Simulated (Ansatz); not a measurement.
A nudged elastic band was laid between two geometries of C2H8AlNSi (13 atoms, charge 0, multiplicity 1).

Method: RKS PBE0-D4/def2-SVP in Ansatz.

```yaml
movable_images: 5
climbing_image: yes
spring: 5.0 eV/Å²
optimiser: quadratic models (default)
start_path: IDPP
force_threshold: 0.05 eV/Å
iteration_limit: 60
end_points: relaxed
```

Initial state:

```xyz
13
Properties=species:S:1:pos:R:3
C -2.621 1.388 0.696
Al -0.820 0.724 0.350
N 0.378 -0.305 1.184
Si 1.305 0.069 -0.294
C 1.800 -1.400 -1.366
H -3.027 0.977 1.634
H -3.306 1.117 -0.124
H -2.626 2.488 0.772
H 0.641 -0.856 1.995
H 2.561 0.867 -0.062
H 2.580 -1.999 -0.868
H 2.214 -1.050 -2.326
H 0.941 -2.054 -1.578
```

Final state:

```xyz
13
Properties=species:S:1:pos:R:3
C -2.586 0.944 1.305
Al -0.840 0.595 0.511
N 0.735 -0.054 1.045
Si 1.129 0.274 -0.664
C 1.641 -1.211 -1.705
H -2.623 0.616 2.356
H -3.384 0.421 0.753
H -2.822 2.020 1.274
H 1.322 -0.420 1.789
H 2.188 1.324 -0.873
H 0.929 -2.043 -1.598
H 2.641 -1.567 -1.408
H 1.691 -0.933 -2.770
```

Task: What changes between the two ends?

Result: No bond is made or broken. The dihedral Al2–Si4–C5–H11 goes from -129 to -8°. The two ends are copies of one structure, up to a mirror image or an exchange of like atoms.

Task: What energy profile does the band end with?

Result: The forces met the threshold. The highest image is number 3 of 0 to 6, 0.054 eV above the ends, which have the same energy within 2 meV. A vibrational analysis at the climbing image gives one clearly imaginary mode, 149i cm⁻¹: a first-order saddle point.

```csv
image,path coordinate (Å),energy (eV),dihedral Al2–Si4–C5–H11 (°)
0,0.00,0.000,-129
1,0.58,0.013,-109
2,1.16,0.040,-88
3,1.75,0.054,-68
4,2.34,0.040,-48
5,2.93,0.013,-28
6,3.53,0.000,-8
```

Task: What is the geometry of the highest image?

Result: 
```xyz
13
Properties=species:S:1:pos:R:3
C -2.604 1.006 1.210
Al -0.835 0.616 0.485
N 0.691 -0.101 1.067
Si 1.172 0.261 -0.614
C 1.672 -1.232 -1.666
H -2.701 0.648 2.247
H -3.394 0.531 0.606
H -2.797 2.091 1.201
H 1.237 -0.498 1.827
H 2.262 1.291 -0.733
H 1.773 -2.113 -1.012
H 2.632 -1.062 -2.177
H 0.913 -1.472 -2.426
```

Task: What are the harmonic wavenumbers there?

Result: 149i, 17, 98, 137, 188, 228, 381, 544, 585, 633, 646, 659, 707, 728, 743, 772, 876, 903, 964, 1203, 1246, 1417, 1419, 1423, 1434, 2160, 3051, 3055, 3155, 3159, 3163, 3169, 3605 cm⁻¹.

Run time: 63 s on 2 threads of Arm Neoverse V2, on a shared host, peak memory 0.27 GiB.
